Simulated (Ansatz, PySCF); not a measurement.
Sn(Cl)2(OMe)(NH2) (CH5Cl2NOSn), SMILES C[O][Sn]([NH2])([Cl])[Cl]. Atoms are numbered in the order given.

```xyz
11

C     -2.5659    -0.6731    -1.1467
O     -1.6519     0.3959    -0.9648
Sn     0.1270    -0.0007    -0.2174
N      1.2139    -1.1764    -1.4646
Cl     1.0326     2.1139     0.2235
Cl    -0.1251    -1.2252     1.7679
H     -2.2021    -1.4233    -1.8741
H     -2.8029    -1.1919    -0.1991
H     -3.5004    -0.2411    -1.5399
H      1.9439    -1.6639    -0.9396
H      1.6794    -0.6224    -2.1871
```

Geometry optimised at r2SCAN-D4/def2-SVP. The def2 effective core potentials stand for the cores of Sn; spin–orbit coupling is left out. One conformer was computed; it need not be the lowest.

Two levels are set side by side: PBE-D3(BJ)/def2-SVP (Ansatz, a quantum-chemistry and plane-wave program) and r2SCAN-D4/def2-SVP (Ansatz). Each level has its own optimised geometry; the coordinates shown are those of the second. Frequencies come from the Hessian of PySCF at each geometry. Differences are taken from unrounded values.

```tsv
quantity	r2SCAN-D4
mean bond length (Å)	1.547
bond C1–O2 (Å)	1.418
bond O2–Sn3 (Å)	1.970
bond Sn3–N4 (Å)	2.030
bond Sn3–Cl5 (Å)	2.342
bond Sn3–Cl6 (Å)	2.346
bond C1–H7 (Å)	1.106
bond C1–H8 (Å)	1.106
bond C1–H9 (Å)	1.102
bond N4–H10 (Å)	1.023
bond N4–H11 (Å)	1.023
highest harmonic wavenumber (cm⁻¹)	3598
mean harmonic wavenumber (cm⁻¹)	1118
zero-point energy (kcal/mol)	43.16
```

Task: What does PBE-D3(BJ) give, and how far is it from r2SCAN-D4? (An estimate is asked for; the answer gives what the named calculation found.)

Result: 
```tsv
quantity	PBE-D3(BJ)	PBE-D3(BJ) minus r2SCAN-D4
mean bond length (Å)	1.560	0.013
bond C1–O2 (Å)	1.423	0.004
bond O2–Sn3 (Å)	1.995	0.025
bond Sn3–N4 (Å)	2.055	0.025
bond Sn3–Cl5 (Å)	2.360	0.018
bond Sn3–Cl6 (Å)	2.364	0.018
bond C1–H7 (Å)	1.115	0.008
bond C1–H8 (Å)	1.114	0.008
bond C1–H9 (Å)	1.111	0.009
bond N4–H10 (Å)	1.032	0.009
bond N4–H11 (Å)	1.032	0.009
highest harmonic wavenumber (cm⁻¹)	3492	-106
mean harmonic wavenumber (cm⁻¹)	1087	-31
zero-point energy (kcal/mol)	41.96	-1.20
```
